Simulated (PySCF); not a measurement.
C2H5Zn, neutral, multiplicity 2. Atoms are numbered in the order given.

```xyz
8

Zn    -0.0763     0.9341     0.0000
C      0.6843    -1.0283     0.0000
C     -0.3996    -2.0940     0.0000
H      1.3251    -1.0633    -0.8966
H      1.3251    -1.0633     0.8966
H     -1.0502    -2.0237     0.8875
H     -1.0502    -2.0237    -0.8875
H      0.0300    -3.1140     0.0000
```
Charge 0, spin multiplicity 2.

The structure is a stationary point at B3LYP-D3(BJ)/def2-SVP. The multiplicity is an assumed one; other spin states were not compared. The isomer is the one that the SMILES or the coordinates give; other isomers of the formula were not compared.

These are B3LYP-D3(BJ)/def2-SVP in PySCF 2.14.0 values and carry that method's errors.

Frequencies are harmonic and unscaled.

```json
[
 {"mode": "1", "ν (cm⁻¹)": "178", "IR (km/mol)": "0.4", "moving atoms (share of kinetic energy)": "C 58 %, H 22 %, Zn 20 %"},
 {"mode": "2", "ν (cm⁻¹)": "216", "IR (km/mol)": "0.1", "moving atoms (share of kinetic energy)": "H 91 %, C 8 %"},
 {"mode": "3", "ν (cm⁻¹)": "327", "IR (km/mol)": "0.6", "moving atoms (share of kinetic energy)": "C 67 %, H 17 %, Zn 15 %"},
 {"mode": "4", "ν (cm⁻¹)": "579", "IR (km/mol)": "7.0", "moving atoms (share of kinetic energy)": "H 86 %, C 13 %"},
 {"mode": "5", "ν (cm⁻¹)": "885", "IR (km/mol)": "0.1", "moving atoms (share of kinetic energy)": "H 96 %"},
 {"mode": "6", "ν (cm⁻¹)": "911", "IR (km/mol)": "1.0", "moving atoms (share of kinetic energy)": "H 93 %"},
 {"mode": "7", "ν (cm⁻¹)": "1021", "IR (km/mol)": "14.9", "moving atoms (share of kinetic energy)": "C 81 %, H 19 %"},
 {"mode": "8", "ν (cm⁻¹)": "1100", "IR (km/mol)": "92.9", "moving atoms (share of kinetic energy)": "H 70 %, C 30 %"},
 {"mode": "9", "ν (cm⁻¹)": "1226", "IR (km/mol)": "0.9", "moving atoms (share of kinetic energy)": "H 73 %, C 27 %"},
 {"mode": "10", "ν (cm⁻¹)": "1389", "IR (km/mol)": "7.4", "moving atoms (share of kinetic energy)": "H 83 %, C 17 %"},
 {"mode": "11", "ν (cm⁻¹)": "1436", "IR (km/mol)": "0.1", "moving atoms (share of kinetic energy)": "H 88 %, C 12 %"},
 {"mode": "12", "ν (cm⁻¹)": "1467", "IR (km/mol)": "0.8", "moving atoms (share of kinetic energy)": "H 96 %"},
 {"mode": "13", "ν (cm⁻¹)": "1471", "IR (km/mol)": "5.6", "moving atoms (share of kinetic energy)": "H 97 %"},
 {"mode": "14", "ν (cm⁻¹)": "2994", "IR (km/mol)": "46.3", "moving atoms (share of kinetic energy)": "H 96 %"},
 {"mode": "15", "ν (cm⁻¹)": "3039", "IR (km/mol)": "13.9", "moving atoms (share of kinetic energy)": "H 95 %"},
 {"mode": "16", "ν (cm⁻¹)": "3064", "IR (km/mol)": "25.2", "moving atoms (share of kinetic energy)": "H 92 %, C 8 %"},
 {"mode": "17", "ν (cm⁻¹)": "3091", "IR (km/mol)": "7.5", "moving atoms (share of kinetic energy)": "H 91 %, C 9 %"},
 {"mode": "18", "ν (cm⁻¹)": "3111", "IR (km/mol)": "32.8", "moving atoms (share of kinetic energy)": "H 90 %, C 10 %"}
]
```
